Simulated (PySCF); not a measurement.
## Electronic structure of Sc (scandium, neutral) at the UHF level

Configuration: [Ar] 3d1 4s2, 2D determinant. Computed with PySCF 2.14 in jorge-DZP-DKH (8s6p2d1f, 43 functions), with scalar relativity by spin-free X2C-1e.

| Property | Result |
| --- | --- |
| Total energy | -763.263574 hartree |
| One-electron energy | -1044.9160 hartree |
| Hartree (Coulomb) energy | 319.9765 hartree |
| Exchange energy | -38.3241 hartree |
| ⟨S²⟩ | 0.7592 |
| ⟨L²⟩ | 6.039 |
| Sum of ⟨r⟩ | 21.36 bohr |
| Sum of ⟨r²⟩ | 51.94 bohr² |
| Traceless quadrupole moment −½Σ⟨3z² − r²⟩ along its main axis | 0.500 e·bohr² |
| Langevin diamagnetic susceptibility | -41.1 ×10⁻⁶ cm³/mol |
| Time after the integrals | 0.31 s of wall time on 1 thread of Neoverse-N1 (shared host) |

| shell | electrons | mean orbital energy (eV) | spread (eV) | rms radius, mean of both spins (bohr) |
| --- | --- | --- | --- | --- |
| 1s β | 1 | -4539.4 | 0 | 0.0844 |
| 1s α | 1 | -4539.4 | 0 | 0.0844 |
| 2s α | 1 | -524.11 | 0 | 0.370 |
| 2s β | 1 | -523.78 | 0 | 0.370 |
| 2p α | 3 | -426.89 | 0.088 | 0.340 |
| 2p β | 3 | -426.57 | 0.474 | 0.340 |
| 3s α | 1 | -71.151 | 0 | 1.15 |
| 3s β | 1 | -69.685 | 0 | 1.15 |
| 3p α | 3 | -43.732 | 0.951 | 1.27 |
| 3p β | 3 | -41.895 | 1.440 | 1.27 |
| 3d α | 1 | -9.184 | 0 | 1.91 |
| 4s α | 1 | -5.877 | 0 | 4.18 |
| 4s β | 1 | -5.551 | 0 | 4.18 |

Densities and radii are taken from the X2C orbitals without a picture-change correction, which distorts them close to the nucleus.
